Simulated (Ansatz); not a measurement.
Frontier orbitals of CH$_{7}$GaSSi, SMILES `S[SiH2][CH2][GaH2]`.

The species carries charge 0 and has multiplicity 1. Correlated methods include outer-core shells of Ga, which these sets cover unevenly. Scalar relativity is left out up to krypton. The geometry is a stationary point of PBE0-D4/def2-TZVP. It is one conformer, not always the lowest. Basis def2-TZVPP, the Gaussian-basis code of Ansatz.

```json
{"functional": "LDA (SPW92)", "HOMO (eV)": "-6.22", "LUMO (eV)": "-2.85", "gap (eV)": "3.37"}
{"functional": "PBE", "HOMO (eV)": "-6.10", "LUMO (eV)": "-2.56", "gap (eV)": "3.54"}
{"functional": "r2SCAN", "HOMO (eV)": "-6.37", "LUMO (eV)": "-2.29", "gap (eV)": "4.08"}
{"functional": "PBE0", "HOMO (eV)": "-7.29", "LUMO (eV)": "-1.76", "gap (eV)": "5.53"}
{"functional": "HSE06 (plane-wave form)", "HOMO (eV)": "-6.89", "LUMO (eV)": "-2.13", "gap (eV)": "4.76"}
{"functional": "CAM-B3LYP", "HOMO (eV)": "-8.58", "LUMO (eV)": "-0.88", "gap (eV)": "7.70"}
{"functional": "ωB97M-V", "HOMO (eV)": "-9.45", "LUMO (eV)": "-0.08", "gap (eV)": "9.37"}
```

Against PBE, PBE0 changes HOMO and LUMO by −1.18 and +0.80 eV, ωB97M-V by −3.35 and +2.47 eV. A gap of 3.54 eV thus becomes 9.36 eV for the same molecule, so an orbital gap means little without its functional.
